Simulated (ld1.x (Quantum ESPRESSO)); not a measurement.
**Pseudopotential generation for Co: PAW, LDA (PZ), scalar-relativistic.**

- Element: cobalt
- Generator: ld1.x (Quantum ESPRESSO) 7.5
- Type: PAW
- Functional: LDA (PZ)
- Relativity: scalar-relativistic
- Frozen core: [Ne]
- Valence charge: 17
- Reference configuration: 3s2 3p6 3d7 4s2 4p0
- Partial waves: 3s (bound): rcut 1.25, rcutus 1.55 bohr; 4s (bound): rcut 1.25, rcutus 1.55 bohr; 3p (bound): rcut 1.35, rcutus 1.80 bohr; 4p (bound, empty): rcut 1.35, rcutus 1.80 bohr; 3d (bound): rcut 1.00, rcutus 1.25 bohr; 3d channel at 2.85 Ry: rcut 1.00, rcutus 1.25 bohr
- Local potential: all-electron potential smoothed inside 1.30 bohr (lloc = -1)
- Core correction: Bessel-smoothed model core, default radius (core density twice the valence density)
- Augmentation charge: PSQ, inside the norm-conserving radii

Is the overlap operator S = 1 + Σ q|β⟩⟨β| positive definite (Bessel basis up to 400 Ry)?

No: its lowest eigenvalue is -0.046, in the s channel, so the generalised eigenproblem breaks down once the basis is large enough.

Its largest configuration-test error is -34 meV (3s2 3p5 3d7 4s2 4p0). 1 of 9 tests not solved or not reliable. Not counted: 3s2 3p6 3d5 4s0 4p0 (solver errors, printed error -2441 eV).

The ghost test of this file was not conclusive. Its overlap operator is not positive definite in a basis up to 400 Ry (lowest eigenvalue s -0.05), so the file is unfit for use: the generalised eigenproblem breaks down once the basis is large enough, and its test numbers describe a broken file.
